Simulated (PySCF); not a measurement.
## Basis-set dependence of population analyses: `F[Si@@H]1C=CBC1`

Compound: C3H6BFSi.
Geometry (PBE0-D3(BJ)/def2-SVP, Å), atoms numbered from 1 in this order:
```
atom  x, y, z in Å
F1    -0.485   -2.074    1.914
Si2   -0.178   -1.383    0.468
C3     1.464   -0.493    0.447
C4     1.301    0.749   -0.078
B5    -0.152    1.043   -0.569
C6    -1.234    0.113    0.089
H7    -0.277   -2.481   -0.535
H8     2.443   -0.875    0.760
H9     2.158    1.418   -0.219
H10   -0.396    1.841   -1.446
H11   -1.463    0.541    1.084
H12   -2.179   -0.021   -0.453
```

PBE0 throughout (PySCF), one geometry, spherical d and f functions. Isolated species at its PBE0-D3(BJ)/def2-SVP geometry (one conformer only). The first 7 of 12 kinds of atom are listed.

Mulliken charges (e):

```json
{"basis": "STO-3G", "functions": "40", "F1": "-0.246", "Si2": "+0.772", "C3": "-0.242", "C4": "-0.186", "B5": "+0.197", "C6": "-0.417", "H7": "-0.125"}
{"basis": "6-31G", "functions": "70", "F1": "-0.454", "Si2": "+1.072", "C3": "-0.501", "C4": "-0.253", "B5": "+0.365", "C6": "-0.907", "H7": "-0.124"}
{"basis": "pcSseg-0", "functions": "70", "F1": "-0.476", "Si2": "+1.436", "C3": "-0.758", "C4": "-0.513", "B5": "+0.596", "C6": "-1.379", "H7": "-0.073"}
{"basis": "6-31G*", "functions": "100", "F1": "-0.404", "Si2": "+0.829", "C3": "-0.358", "C4": "-0.241", "B5": "+0.210", "C6": "-0.740", "H7": "-0.090"}
{"basis": "cc-pVDZ", "functions": "118", "F1": "-0.323", "Si2": "+0.607", "C3": "-0.171", "C4": "-0.030", "B5": "+0.050", "C6": "-0.244", "H7": "-0.078"}
{"basis": "def2-SVP", "functions": "118", "F1": "-0.351", "Si2": "+0.748", "C3": "-0.253", "C4": "-0.079", "B5": "+0.106", "C6": "-0.385", "H7": "-0.082"}
{"basis": "aug-cc-pVDZ", "functions": "196", "F1": "-0.688", "Si2": "+0.691", "C3": "+0.135", "C4": "+0.617", "B5": "-0.571", "C6": "+0.482", "H7": "+0.293"}
{"basis": "6-311+G(2d,p)", "functions": "206", "F1": "-0.479", "Si2": "+0.965", "C3": "-0.319", "C4": "-0.256", "B5": "+0.309", "C6": "-0.749", "H7": "-0.065"}
{"basis": "def2-TZVP", "functions": "228", "F1": "-0.335", "Si2": "+0.557", "C3": "-0.200", "C4": "-0.214", "B5": "+0.063", "C6": "-0.395", "H7": "-0.040"}
{"basis": "cc-pVTZ", "functions": "268", "F1": "-0.305", "Si2": "+0.548", "C3": "-0.213", "C4": "-0.167", "B5": "+0.072", "C6": "-0.313", "H7": "-0.065"}
{"basis": "IGLO-III", "functions": "279", "F1": "-0.514", "Si2": "+1.148", "C3": "-0.352", "C4": "-0.175", "B5": "+0.344", "C6": "-0.718", "H7": "-0.181"}
{"basis": "pcSseg-2", "functions": "307", "F1": "-0.427", "Si2": "+0.906", "C3": "-0.207", "C4": "-0.242", "B5": "+0.327", "C6": "-0.436", "H7": "-0.138"}
```

IAO charges (e):

| basis | functions | F1 | Si2 | C3 | C4 | B5 | C6 | H7 |
| --- | --- | --- | --- | --- | --- | --- | --- | --- |
| STO-3G | 40 | -0.359 | +1.016 | -0.351 | -0.253 | +0.152 | -0.638 | -0.118 |
| 6-31G | 70 | -0.509 | +1.072 | -0.375 | -0.239 | +0.141 | -0.694 | -0.101 |
| pcSseg-0 | 70 | -0.496 | +1.093 | -0.383 | -0.231 | +0.131 | -0.707 | -0.107 |
| 6-31G* | 100 | -0.525 | +1.192 | -0.390 | -0.238 | +0.150 | -0.706 | -0.141 |
| cc-pVDZ | 118 | -0.523 | +1.179 | -0.385 | -0.238 | +0.137 | -0.700 | -0.137 |
| def2-SVP | 118 | -0.523 | +1.192 | -0.385 | -0.233 | +0.139 | -0.699 | -0.143 |
| aug-cc-pVDZ | 196 | -0.536 | +1.189 | -0.389 | -0.243 | +0.139 | -0.708 | -0.135 |
| 6-311+G(2d,p) | 206 | -0.540 | +1.217 | -0.397 | -0.244 | +0.141 | -0.719 | -0.143 |
| def2-TZVP | 228 | -0.541 | +1.231 | -0.401 | -0.243 | +0.141 | -0.722 | -0.148 |
| cc-pVTZ | 268 | -0.537 | +1.218 | -0.398 | -0.244 | +0.141 | -0.720 | -0.144 |
| IGLO-III | 279 | -0.541 | +1.227 | -0.400 | -0.244 | +0.141 | -0.722 | -0.146 |
| pcSseg-2 | 307 | -0.542 | +1.229 | -0.401 | -0.243 | +0.142 | -0.723 | -0.147 |

Hirshfeld charges (e):

```tsv
basis	functions	F1	Si2	C3	C4	B5	C6	H7
STO-3G	40	-0.167	+0.475	-0.096	-0.099	+0.136	-0.165	-0.086
6-31G	70	-0.242	+0.420	-0.110	-0.091	+0.143	-0.211	-0.068
pcSseg-0	70	-0.228	+0.453	-0.107	-0.095	+0.140	-0.218	-0.075
6-31G*	100	-0.210	+0.393	-0.105	-0.088	+0.143	-0.211	-0.074
cc-pVDZ	118	-0.206	+0.415	-0.103	-0.094	+0.144	-0.223	-0.078
def2-SVP	118	-0.207	+0.424	-0.105	-0.096	+0.145	-0.226	-0.079
aug-cc-pVDZ	196	-0.223	+0.438	-0.114	-0.104	+0.149	-0.237	-0.072
6-311+G(2d,p)	206	-0.224	+0.435	-0.112	-0.102	+0.149	-0.231	-0.073
def2-TZVP	228	-0.215	+0.425	-0.111	-0.100	+0.148	-0.232	-0.074
cc-pVTZ	268	-0.212	+0.424	-0.109	-0.099	+0.147	-0.232	-0.075
IGLO-III	279	-0.214	+0.427	-0.111	-0.103	+0.147	-0.233	-0.071
pcSseg-2	307	-0.219	+0.435	-0.114	-0.102	+0.149	-0.237	-0.074
```

Task: Which scheme is steadiest as the basis changes?

Result: Largest range over the bases for any column: Hirshfeld 0.08 e, IAO 0.22 e, Mulliken 1.86 e. Hirshfeld charges move least and Mulliken charges most, counted in e. Without the minimal STO-3G basis the ranges are Hirshfeld 0.06, IAO 0.16, Mulliken 1.86 e.

Task: How much do the charges still move between the two largest bases, IGLO-III and pcSseg-2?

Result: At most, over all atoms: Mulliken 0.282 e, IAO 0.002 e, Hirshfeld 0.008 e.

Task: What do the same runs give for the total energy, the frontier levels and the dipole moment?

Result: 
```tsv
basis	energy (Eh)	HOMO (eV)	LUMO (eV)	μ (D)
STO-3G	-525.2438	-5.15	1.22	0.53
6-31G	-531.6493	-8.42	-1.82	1.81
pcSseg-0	-530.8863	-8.70	-2.11	1.43
6-31G*	-531.7429	-8.24	-1.69	1.18
cc-pVDZ	-531.7699	-8.36	-1.89	1.22
def2-SVP	-531.4930	-8.43	-1.96	1.14
aug-cc-pVDZ	-531.7897	-8.45	-2.03	1.35
6-311+G(2d,p)	-531.8504	-8.48	-2.05	1.38
def2-TZVP	-531.8756	-8.45	-2.01	1.28
cc-pVTZ	-531.8663	-8.43	-1.99	1.23
IGLO-III	-531.8813	-8.46	-2.03	1.28
pcSseg-2	-531.8816	-8.47	-2.05	1.33
```

The dipole is fixed by the density alone, so its range of 1.28 D shows that the density itself changes with the basis, not only its division among atoms.
